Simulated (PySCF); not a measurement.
# Correlation energy of Ag(29+) (silver, charge +29)

Starting occupation: [Ar]. All numbers are calculated (PySCF 2.14, X2C-1e with screened-nucleus spin-orbit coupling, Gaussian nucleus, in an even-tempered Gaussian basis (18 s from 1.5 bohr⁻², ratio 2.6; 14 p from 2 bohr⁻², ratio 2.6; 6 d from 2.1 bohr⁻², ratio 2.8; 3 f from 38 bohr⁻², ratio 2.8)). Frozen: [Ne]; 8 electrons correlated; the 62 highest virtual spinors left out.

MP2 pair energies summed by pair of shells (mhartree):

```
       pair   energy  share (%)
3p3/2-3p3/2  -152.76       40.1
3p1/2-3p3/2  -141.79       37.2
3p1/2-3p1/2   -37.88        9.9
3p3/2-3s1/2   -22.88        6.0
3s1/2-3s1/2   -13.57        3.6
3p1/2-3s1/2   -11.89        3.1
```

Total MP2 correlation energy: -380.78 mhartree.

The virtual space was cut to 50 spinors, which keep -366.79 of the -380.78 mhartree of MP2 correlation.

| level | correlation energy (mhartree) |
| --- | --- |
| CCSD | -405.37 |
| (T) | -2.73 |
| CCSD(T) | -408.10 |

Diagnostics: T1 = 0.00040, largest double amplitude 0.043.

**Question.** Is a single reference adequate?

**Answer.** Yes: T1 lies below 0.03 and no double amplitude reaches 0.07.

The coupled-cluster values are those of the cut space; adding the MP2 remainder, -13.99 mhartree, estimates the full space.

At this charge the one-electron X2C treatment keeps the bare 1/r₁₂, with no two-electron picture change or Breit term. The effect here is smaller than on the frozen 1s shell.
